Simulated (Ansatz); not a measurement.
`S=[CH][SbH2]` + HCl → `[Cl][SbH2]` + `C=S`  (ligand exchange at the Sb–C bond)

Isolated molecules relaxed with PBE0-D4/def2-TZVP in Ansatz; ΔE leaves out vibrations. CCSD(T)/CBS adds triple-zeta CCSD(T) − MP2 to the extrapolated MP2 energy (def2 sets, frozen cores). This one scheme is used for every species. Functionals use def2-TZVPP. def2 core potentials past Kr. For Sb outer-core shells are correlated without core-valence functions, which leaves a few kJ/mol of doubt a bond.

```csv
species,r2SCANh-D4 energy (Eh)
`S=[CH][SbH2]`,-678.35277
HCl,-460.78460
`[Cl][SbH2]`,-701.73657
`C=S`,-437.42988
```

Problem. Work out ΔE.

Solution. ΔE = (-701.73657) + (-437.42988) − (-678.35277) − (-460.78460) = -0.02908 Eh = -76.3 kJ/mol. CCSD(T)/CBS gives -74.6 kJ/mol.

Largest T1 diagnostic among the species: 0.017.

At CCSD(T), def2-SVP lies +5.8 kJ/mol from the extrapolated value and def2-TZVPP +6.5 kJ/mol. Leaving LDA and LC-ωPBE aside and taking each functional with its dispersion term where it has one, the values, not all of them listed here, spread over 14.6 kJ/mol, from BHLYP-D4 to revPBE-D4. LDA lies +10.9 kJ/mol from PBE without D4. From r2SCAN to r2SCAN0 (25 % exact exchange), in def2-TZVPP and without D4, ΔE moves by −3.1 kJ/mol.
